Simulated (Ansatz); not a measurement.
Consider the atomization: `BC[O][Al]([F])[SH]` → Al• + B• + C• + F• + 5 H• + O• + S•.

Calculated with Ansatz (gas phase, PBE0-D4/def2-TZVP geometries, no zero-point term in ΔE). CCSD(T)/CBS is the MP2 limit (def2-TZVPP, def2-QZVPP) plus CCSD(T) − MP2 in def2-TZVPP, frozen cores. This one scheme is used for every species, atoms too. Functionals use def2-TZVPP. Open shells (•) are unrestricted, without spin–orbit coupling. Spin–orbit coupling would lower the free atoms: a little for Al, B, C, F, O, S. Each species was taken in one conformer, which may not be the lowest.

`BC[O][Al]([F])[SH]`:

Cartesian coordinates in Å:
```
B -1.137 -0.793 1.354
C -0.465 0.563 1.031
O 0.143 0.727 -0.227
Al 1.138 -0.219 -1.185
F 1.873 -1.564 -0.590
S 1.537 0.349 -3.230
H -1.153 -1.691 0.561
H -1.663 -0.929 2.419
H -1.245 1.337 1.149
H 0.244 0.802 1.842
H 0.729 1.419 -3.124
```

**Question.** What is ΔE at CCSD(T)/CBS? (Best estimate.)

**Answer.** Ansatz gave: +984.3 kcal/mol.

**Question.** What do these levels give: PBE-D4, PBE0-D4, ωB97M-V, PBE, SCS-MP2/def2-TZVPP, CCSD/CBS(def2)? (An estimate is asked.)

**Answer.** Computed: PBE-D4 997.7, PBE0-D4 980.0, ωB97M-V 988.3, PBE 992.3, SCS-MP2/def2-TZVPP 972.7, CCSD/CBS(def2) 970.1 kcal/mol.

Largest T1 diagnostic among the species: 0.018.

In def2-TZVPP, CCSD(T) changes the Hartree–Fock value by +225.3 kcal/mol (the triples alone add +14.2 kcal/mol) and MP2 by +250.7 kcal/mol; breaking electron pairs costs correlation energy, which Hartree–Fock lacks. The D4 term adds +8.8 kcal/mol with B3LYP and +4.7 kcal/mol with PBE0; it sums over pairs of atoms, weighted by their polarisabilities, and B3LYP, whose exchange is more repulsive, gets the larger term. From PBE to PBE0 (25 % exact exchange), in def2-TZVPP and without D4, ΔE moves by −16.9 kcal/mol: exact exchange takes away binding that semilocal exchange gives to molecules.

B3LYP here is the variant with VWN-RPA as its local correlation; programs differ in this.

For atomizations the MP2-based limit and the directly extrapolated one differ by several kJ/mol either way, and by 10 to 25 for some Ge, Se and Sn compounds, so smaller differences from it don't rank the levels.
